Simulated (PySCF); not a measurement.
CH4Ge, SMILES [CH3][GeH] (connectivity only; charge and spin as stated), neutral, multiplicity 1.

The structure is a stationary point at ωB97X-D3(BJ)/def2-TZVP.

All values below come from ωB97X-D3(BJ)/def2-TZVP run with PySCF.

Frequencies are harmonic and unscaled.

Computed normal modes with their intensities:
```csv
mode,ν (cm⁻¹),IR (km/mol),Raman (Å⁴/amu),depolarisation,moving atoms (share of kinetic energy)
1,149,0.0,7.1,0.75,H 97 %
2,571,45.1,24.0,0.31,"C 64 %, H 19 %, Ge 17 %"
3,580,2.2,2.0,0.75,"H 88 %, C 12 %"
4,617,12.5,5.4,0.74,H 97 %
5,903,49.6,8.8,0.62,"H 82 %, C 16 %"
6,1251,15.5,13.2,0.19,"H 81 %, C 19 %"
7,1447,3.5,7.7,0.72,H 96 %
8,1460,9.0,6.7,0.75,H 94 %
9,1934,395.6,209.4,0.37,H 99 %
10,3045,6.2,136.9,0.00,H 97 %
11,3115,14.7,55.1,0.75,"H 91 %, C 9 %"
12,3158,13.3,69.4,0.72,"H 91 %, C 9 %"
```
